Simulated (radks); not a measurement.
Charge is removed step by step from the 3s down level of neutral argon, starting from [Ne] 3s(up 1, down 1) 3p6. Calculated with a radial shooting solver on a logarithmic mesh with Libxc functionals: scalar-relativistic Kohn-Sham, LDA (Slater exchange, Perdew-Wang correlation), spin-polarised, spherical densities, finite nucleus; Fermi nuclear charge, rms radius 3.4274 fm.

removed (e) = 0: E - E(0) (eV) 0.000; eigenvalue (eV) -24.263; E minus straight line (eV) 0.000
removed (e) = 0.1: E - E(0) (eV) 2.484; eigenvalue (eV) -25.432; E minus straight line (eV) -0.548
removed (e) = 0.2: E - E(0) (eV) 5.087; eigenvalue (eV) -26.618; E minus straight line (eV) -0.978
removed (e) = 0.3: E - E(0) (eV) 7.808; eigenvalue (eV) -27.820; E minus straight line (eV) -1.289
removed (e) = 0.4: E - E(0) (eV) 10.651; eigenvalue (eV) -29.038; E minus straight line (eV) -1.479
removed (e) = 0.5: E - E(0) (eV) 13.616; eigenvalue (eV) -30.269; E minus straight line (eV) -1.546
removed (e) = 0.6: E - E(0) (eV) 16.705; eigenvalue (eV) -31.515; E minus straight line (eV) -1.490
removed (e) = 0.7: E - E(0) (eV) 19.919; eigenvalue (eV) -32.773; E minus straight line (eV) -1.308
removed (e) = 0.8: E - E(0) (eV) 23.259; eigenvalue (eV) -34.044; E minus straight line (eV) -1.000
removed (e) = 0.9: E - E(0) (eV) 26.728; eigenvalue (eV) -35.326; E minus straight line (eV) -0.565
removed (e) = 1: E - E(0) (eV) 30.325; eigenvalue (eV) -36.620; E minus straight line (eV) 0.000

Removing the whole electron costs 30.325 eV by Delta-SCF, against 24.263 eV from minus the eigenvalue at the starting occupation. Slater's transition state (half an electron removed) gives 30.269 eV. Integrating minus the eigenvalue over the occupation (Janak's theorem) gives 30.327 eV. In this scalar-relativistic scheme the density is built from large components alone, so the theorem holds only approximately. The mean slope of the eigenvalue, de/dn, is 12.4 eV per electron.
